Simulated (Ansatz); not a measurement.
Wavefunction ladder for `CC#CB(O)[SiH3]`

Cartesian coordinates in Å:
```
C -0.5669 0.5657 2.8081
C -0.1871 0.5081 1.4139
C 0.1296 0.4626 0.2457
B 0.4882 0.3141 -1.2237
O 1.1077 1.3119 -1.9046
Si 0.0385 -1.4044 -2.2051
H 0.2348 0.9951 3.4140
H -0.7969 -0.4296 3.1957
H -1.4539 1.1922 2.9347
H 1.2782 2.0847 -1.3554
H 0.6979 -2.5616 -1.5350
H 0.4612 -1.3890 -3.6326
H -1.4313 -1.6498 -2.1555
```

Charge 0, multiplicity 1. All single points use the PBE0-D4/def2-TZVP geometry. It is one conformer, not always the lowest. Frozen core, restricted reference, the Gaussian-basis code of Ansatz. CBS rows extrapolate triple and quadruple zeta; past MP2 they add the triple-zeta difference.

```json
{"basis": "def2-SVP", "HF (Eh)": "-505.90544", "MP2 corr.": "-0.75574", "CCSD corr.": "-0.81330", "(T)": "-0.02796", "CCSD(T) total": "-506.74670"}
{"basis": "def2-TZVPP", "HF (Eh)": "-506.25656", "MP2 corr.": "-0.93067", "CCSD corr.": "-0.97759", "(T)": "-0.04314", "CCSD(T) total": "-507.27729"}
{"basis": "def2-QZVPP", "HF (Eh)": "-506.27501", "MP2 corr.": "-0.99534", "CCSD corr.": "–", "(T)": "–", "CCSD(T) total": "–"}
{"basis": "CBS(def2)", "HF (Eh)": "-506.27755", "MP2 corr.": "-1.04325", "CCSD corr.": "-1.09016", "(T)": "as TZ", "CCSD(T) total": "-507.41085"}
```
